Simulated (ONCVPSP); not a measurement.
# lead: excitation energies, all-electron against ONCV

```json
{
 "Element": "lead",
 "Generator": "ONCVPSP 4.0.1",
 "Type": "optimised norm-conserving Vanderbilt (ONCV)",
 "Functional": "PBEsol",
 "Relativity": "scalar-relativistic",
 "Frozen core": "[Xe] 4f14 5d10",
 "Valence charge": "4",
 "Reference configuration": "6s2 6p2",
 "Partial waves": "6s: rc 2.10 bohr, ncon 4, nbas 8, qcut 2.6 1/bohr, 3 projectors, debl 1 Ha; 6p: rc 2.25 bohr, ncon 4, nbas 8, qcut 3.5 1/bohr, 1 projector",
 "Local potential": "polynomial inside 1.75 bohr (lpopt 5, dvloc0 2 Ha)",
 "Core correction": "none"
}
```

Energies are relative to the spin-unpolarised reference configuration 6s2 6p2; without spin polarisation the order of configurations can differ from experiment.

Question: Give the all-electron excitation energy and the error of the potential for: 6s2 6p1; 6s2 6p0; 6s1 6p0; 6s0 6p4.

Answer:

```csv
valence configuration,charge,ΔE all-electron (eV),error AE − PS (meV)
6s2 6p1,+1,6.598,-2.7
6s2 6p0,+2,20.046,+9.3
6s1 6p0,+3,52.526,+31
6s0 6p4,0,17.906,+73
```

Levels in the configuration 6s2 6p1:

```csv
level,all-electron (eV),pseudo (eV)
6s,-19.310,-19.335
6p,-9.877,-9.875
```

Note: ghosts flagged at negative energy: s at -8794.7 eV; GHOST(+) flagged for s at 88.3 eV. A true bound ghost makes a file unfit for plane-wave use.
